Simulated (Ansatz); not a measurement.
Two isomers of C2H6OSi: A = `O=CC[SiH3]`, B = `C=C(O)[SiH3]`.

Program: Ansatz. Geometries: PBE0-D4/def2-TZVP. ΔE: electronic, gas phase. CBS: MP2 limit from def2 TZ/QZ plus the TZ coupled-cluster correction, frozen cores. DFT in def2-TZVPP. B3LYP here is the variant with VWN-RPA as its local correlation; programs differ in this. One conformer a species, not always the lowest.

A:

Z-matrix (Å, degrees):
```
C
C 1 1.497
Si 1 1.889 2 112.7
H 1 1.097 2 108.4 3 -123.5
H 1 1.097 2 108.4 3 123.5
O 2 1.202 1 123.9 3 0.0
H 2 1.111 1 116.0 3 -180.0
H 3 1.483 1 110.6 2 -61.3
H 3 1.483 1 110.6 2 61.3
H 3 1.488 1 107.7 2 180.0
```

B:

```xyz
10

C     1.554   -0.394   -0.185
C     0.384   -0.145    0.401
O     0.284   -0.261    1.761
Si   -1.116    0.361   -0.603
H     2.424   -0.687    0.393
H     1.656   -0.309   -1.258
H    -0.606   -0.055    2.053
H    -2.220   -0.614   -0.382
H    -0.753    0.414   -2.038
H    -1.606    1.689   -0.141
```

**Question.** Which isomer does CCSD(T)/CBS put lower? Give the gap. (Best estimate.)

**Answer.** Ansatz gave: A, by 10.7 kcal/mol.

**Question.** Give E(B) − E(A) in kcal/mol with PBE0-D4, CCSD(T)/def2-TZVPP, HF/def2-TZVPP, ωB97M-V, B3LYP-D4, r2SCAN-D4, CCSD/def2-TZVPP. (Best estimate.)

**Answer.** The calculation gave: PBE0-D4 11.2, CCSD(T)/def2-TZVPP 12.0, HF/def2-TZVPP 14.4, ωB97M-V 11.7, B3LYP-D4 11.0, r2SCAN-D4 11.0, CCSD/def2-TZVPP 12.4. None reverses the order clearly.

**Question.** Does the order hold for the free energy at 298.15 K (harmonic terms from PBE0-D4)? (Estimate.)

**Answer.** The calculation gave: Yes: G(B) − G(A) = +11.0 kcal/mol, for one conformer each. Modes under 60 cm⁻¹, often nearly free rotors, make the harmonic entropy too high.

Largest T1 diagnostic: 0.014.

In def2-TZVPP, CCSD(T) changes the Hartree–Fock value by −2.4 kcal/mol (the triples alone add −0.4 kcal/mol) and MP2 by −2.0 kcal/mol. From BLYP to BHLYP (50 % exact exchange), in def2-TZVPP and without D4, E(B) − E(A) moves by +1.1 kcal/mol.
